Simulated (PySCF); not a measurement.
Compound: C₆H₇FO.
SMILES with atom numbers: `[CH2:1]=[CH:2][C:3]1=[CH:4][CH2:5][O:6][C@@H:7]1[F:8]`

Cartesian coordinates in Å at the GFN2-xTB level; atoms count from 1:
```xyz
15
C6H7FO angstrom
C     -2.5085    0.1308   -0.2455
C     -1.5374   -0.6252    0.2559
C     -0.1354   -0.2888    0.2165
C      0.8944   -0.9291    0.7770
C      2.1655   -0.2037    0.4848
O      1.7931    0.8122   -0.4443
C      0.4251    0.9501   -0.4495
F      0.0571    2.0732    0.2972
H     -3.5410   -0.1652   -0.1785
H     -2.3079    1.0756   -0.7208
H     -1.7656   -1.5630    0.7455
H      0.8676   -1.8275    1.3634
H      2.9241   -0.8326    0.0088
H      2.5971    0.2433    1.3909
H      0.0674    1.1580   -1.4658
```

Definitions: NICS(0) = −σiso at the ring centroid; NICS(1) = −σiso and NICS(1)zz = −σzz at ±1 Å along the ring normal z. Level: GIAO PBE0/pcSseg-1 (PySCF, non-relativistic, gas phase) on the GFN2-xTB geometry, one conformer.

Ring bond lengths (Å), with Mayer bond orders in brackets: C3–C4 1.336 (1.72), C4–C5 1.492 (1.05), C5–O6 1.426 (0.91), O6–C7 1.375 (1.03), C7–C3 1.514 (1.00).

**Question.** What do the NICS probes read (ppm)?

**Answer.** 
```
          ring                                                     type  NICS(0)  NICS(1), two faces  NICS(1)zz, two faces  rms pucker (Å)  centre to ring atoms, mean (Å)
C3–C4–C5–O6–C7  5-membered ring with O; formal bonds 1 double, 4 single     -4.7         -4.5 / -2.9           -7.6 / -3.6            0.07                            1.21
```

**Question.** What can be read from them?

**Answer.** 
- C3–C4–C5–O6–C7: mean NICS(1)zz -5.6 ppm, shielded. C5, C7 have four or more neighbours, and the NICS criterion for π rings isn't applied. The two faces differ by 4.0 ppm, so no symmetry operation interchanges them.

**Question.** What are the shieldings of the ring atoms and their hydrogens in the same run (means over atoms taken as equivalent)?

**Answer.** 
| atoms | environment | σ isotropic (ppm) | principal values of the symmetric part, first atom (ppm) |
| --- | --- | --- | --- |
| C3 | fully substituted alkene carbon | 40.3 | -62.1, 52.4, 130.5 |
| C4 | alkene CH carbon | 48.8 | -46.6, 53.8, 139.2 |
| C5 | sp3 carbon bound to oxygen | 106.3 | 67.7, 99.7, 151.7 |
| O6 | cyclic ether oxygen | 230.6 | 172.0, 228.5, 291.4 |
| C7 | sp3 C–F carbon | 66.6 | 38.5, 71.5, 89.8 |
| H12 | vinylic hydrogen | 25.52 | 24.3, 24.9, 27.3 |
| H13 | methylene hydrogen | 26.74 | 22.6, 25.3, 32.3 |
| H14 | methylene hydrogen | 26.49 | 22.7, 25.1, 31.7 |
| H15 | methine hydrogen | 24.92 | 21.8, 24.9, 28.1 |
